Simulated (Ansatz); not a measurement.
Cost and result up the ladder for Li5Br4 (9 atoms). Charge 0, multiplicity 2. Geometry: PBE-D4/def2-SVP.

```xyz
9

Li   -1.9733    0.0265    0.1542
Li   -0.0299    1.0580    2.2131
Li    1.4266    1.3143   -0.4135
Li   -0.5162    0.0623   -2.8812
Li    0.8722   -1.5850    1.5258
Br   -1.3283   -1.0753    2.3293
Br    2.3098    0.3226    1.7307
Br    1.7223    0.7061   -2.6733
Br   -2.4831   -0.8294   -1.9851
```

Ansatz on 4 threads of Arm Neoverse N1 on a shared host. Times are rough, and most runs start from the orbitals of an earlier one. PBE0-D4/def2-TZVP serves as the yardstick here, not as an exact answer. Differences are given only for rows in sets of like size (and for xTB, whose basis is part of the method), since another set adds its own error. Binding counts from free atoms at the same level (Li doublet, Br doublet; other spins of the atoms weren't run), without zero-point energy or a counterpoise term.

LC-ωPBE has ω = 0.4 bohr⁻¹. Correlated methods freeze 36 core orbitals; core or outer-core shells of Li, Br are correlated, in sets that lack core-valence functions. Another isomer (doublet) lies 0.34 eV lower at PBE0-D4/def2-TZVP; other spin states weren't run for this one.

Run but left out: B97M-V/def2-TZVP (an occupied level 0.59 eV above an empty one).

Correlated methods converge slowly with the basis.

```json
{"level": "HF/STO-3G", "functions": "97", "wall time": "2.6 s", "binding energy per atom (eV)": "2.82", "difference from PBE0-D4/def2-TZVP (eV)": "–"}
{"level": "PBE-D4/def2-SVP", "functions": "173", "wall time": "10 s", "binding energy per atom (eV)": "2.63", "difference from PBE0-D4/def2-TZVP (eV)": "–"}
{"level": "revPBE-D4/def2-TZVP", "functions": "262", "wall time": "15 s", "binding energy per atom (eV)": "2.47", "difference from PBE0-D4/def2-TZVP (eV)": "-0.07"}
{"level": "PBE-D4/def2-TZVP (with forces)", "functions": "262", "wall time": "17 s", "binding energy per atom (eV)": "2.55", "difference from PBE0-D4/def2-TZVP (eV)": "0.01"}
{"level": "PBE0-D4/def2-SVP", "functions": "173", "wall time": "19 s", "binding energy per atom (eV)": "2.62", "difference from PBE0-D4/def2-TZVP (eV)": "–"}
{"level": "LC-ωPBE/def2-TZVP", "functions": "262", "wall time": "24 s", "binding energy per atom (eV)": "2.50", "difference from PBE0-D4/def2-TZVP (eV)": "-0.05"}
{"level": "MP2/def2-TZVP", "functions": "262", "wall time": "34 s", "binding energy per atom (eV)": "2.53", "difference from PBE0-D4/def2-TZVP (eV)": "-0.02"}
{"level": "RPA@PBE/def2-TZVP", "functions": "262", "wall time": "35 s", "binding energy per atom (eV)": "2.22", "difference from PBE0-D4/def2-TZVP (eV)": "-0.33"}
{"level": "PBE0-D4/def2-TZVP", "functions": "262", "wall time": "36 s", "binding energy per atom (eV)": "2.55", "difference from PBE0-D4/def2-TZVP (eV)": "0.00"}
{"level": "r2SCAN-D4/def2-TZVP", "functions": "262", "wall time": "42 s", "binding energy per atom (eV)": "2.59", "difference from PBE0-D4/def2-TZVP (eV)": "0.05"}
```
